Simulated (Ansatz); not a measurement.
Reactions of `N[SiH](O)S`.

Isolated molecules relaxed with PBE0-D4/def2-TZVP in Ansatz; ΔE leaves out vibrations. CCSD(T)/CBS is the MP2 limit (def2-TZVPP, def2-QZVPP) plus CCSD(T) − MP2 in def2-TZVPP, frozen cores. This one scheme is used for every species. One conformer a species, not always the lowest.

(1) Order these by ΔE at CCSD(T)/CBS, lowest first. (An estimate is asked.)
A. `N[SiH](O)S` + `N[SiH2]O[SiH](N)Cl` → `N[Si@H](Cl)O[Si@@H](N)O` + `N[SiH2]S`
B. `N[SiH](O)S` + H₂O → `N[SiH](O)O` + H₂S
C. `N[SiH](O)S` + `N[SiH](O)Cl` → `N[Si@H](Cl)O[Si@@H](N)O` + H₂S
D. `N[SiH](O)S` + H₂ → `O[SiH2]S` + NH₃
E. `N[SiH](O)S` → NH₃ + `O[Si]S`
F. `N[SiH](O)S` + H–F → `O[SiH](F)S` + NH₃
G. `N[SiH](O)S` → H₂O + `N[Si]S`

Largest T1 diagnostic: 0.015, for `O[Si]S`.

Results:

(1) F (-20.6 kcal/mol), C (-16.7 kcal/mol), B (-11.4 kcal/mol), A (-1.5 kcal/mol), D (+10.9 kcal/mol), E (+49.7 kcal/mol), G (+53.2 kcal/mol).
